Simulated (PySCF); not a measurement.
Isomers of C3H13GeNSi, from PySCF 2.14.0, PBE0-D3(BJ)/def2-SVP geometry optimisation, gas phase. One conformer each, no zero-point energy, no frequencies.

Problem. Which is lower in electronic energy at this level?
A. `[CH3:1][CH2:2][CH2:3][GeH2:4][NH:5][SiH3:6]` with C1–C2–C3–Ge4 -176°, C2–C3–Ge4–N5 58°, C3–Ge4–N5–Si6 49°: A = 1962, B = 1154, C = 790.5 MHz, dipole 0.89 D
B. `[CH3:1][CH2:2][SiH2:3][GeH2:4][NH:5][CH3:6]` with C1–C2–Si3–Ge4 -49°, C2–Si3–Ge4–N5 -32°, Si3–Ge4–N5–C6 -64°: A = 2133, B = 1241, C = 1017 MHz, dipole 1.03 D

Solution. A. That is `CC[CH2][GeH2][NH][SiH3]`, 12.9 kcal/mol below the other.

| SMILES | mapped SMILES | E (Eh) | relative (kcal/mol) | relative (kJ/mol) | dipole (D) |
| --- | --- | --- | --- | --- | --- |
| CC[CH2][GeH2][NH][SiH3] | [CH3:1][CH2:2][CH2:3][GeH2:4][NH:5][SiH3:6] | -2542.35115 | 0.0 | 0.0 | 0.89 |
| CC[SiH2][GeH2][NH]C | [CH3:1][CH2:2][SiH2:3][GeH2:4][NH:5][CH3:6] | -2542.33061 | 12.9 | 53.9 | 1.03 |

As drawn, the higher has an Si–C bond, which the lower lacks.
